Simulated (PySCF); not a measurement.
**MN15 on F (fluorine, neutral)**

Configuration: [He] 2s2 2p5, 2P determinant. Calculation: PySCF 2.14, in jorge-DZP-DKH (4s2p1d, 15 functions); scalar relativity by spin-free X2C-1e.

```
Total energy                                                  : -99.7743 hartree
One-electron energy                                           : -139.3396 hartree
Hartree (Coulomb) energy                                      : 49.8892 hartree
Exchange-correlation energy                                   : -10.3240 hartree
⟨S²⟩                                                          : 0.7504
⟨L²⟩                                                          : 2.002
Sum of ⟨r⟩                                                    : 7.755 bohr
Sum of ⟨r²⟩                                                   : 10.10 bohr²
Traceless quadrupole moment −½Σ⟨3z² − r²⟩ along its main axis : 0.630 e·bohr²
Langevin diamagnetic susceptibility                           : -8.00 ×10⁻⁶ cm³/mol
Time after the integrals                                      : 0.11 s of wall time on 1 thread of Intel(R) Xeon(R) 6975P-C (shared host)
```

| shell | electrons | mean orbital energy (hartree) | spread (hartree) | rms radius, mean of both spins (bohr) |
| --- | --- | --- | --- | --- |
| 1s α | 1 | -24.43917 | 0 | 0.205 |
| 1s β | 1 | -24.42200 | 0 | 0.205 |
| 2s α | 1 | -1.24315 | 0 | 1.11 |
| 2s β | 1 | -1.16952 | 0 | 1.11 |
| 2p α | 3 | -0.54266 | 0.06711 | 1.23 |
| 2p β | 2 | -0.48394 | 0 | 1.23 |
